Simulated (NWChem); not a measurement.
# CHAlFNO; SMILES O=C=[N][AlH][F]

```xyz
6

Al     0.5237     1.1706    -0.0021
F     -0.7844     2.2129     0.0006
H      1.9908     1.7388    -0.0039
N      0.1787    -0.5721     0.0006
C     -0.0979    -1.7545     0.0005
O     -0.3577    -2.9062     0.0002
```
Atoms are numbered in this order, from 1.

All runs: NWChem. Pople sets run with spherical d functions. All runs use the structure optimised with PBE-D3(BJ)/def2-SVP. Atomic charges in e: unrestrained fits to the electrostatic potential beside Mulliken populations; buried atoms are poorly determined by the fit.

### Question
What does the run give for Hartree-Fock/6-31G*? Quantities: ESP Al1; Mulliken Al1; ESP F2; Mulliken F2; ESP N4; Mulliken N4; ESP C5; Mulliken C5; ESP O6; Mulliken O6; relative RMS misfit of the potential (%).

### Answer
ESP Al1: 1.28
Mulliken Al1: 1.16
ESP F2: -0.49
Mulliken F2: -0.60
ESP N4: -0.85
Mulliken N4: -0.73
ESP C5: 0.87
Mulliken C5: 0.81
ESP O6: -0.49
Mulliken O6: -0.50
relative RMS misfit of the potential (%): 22
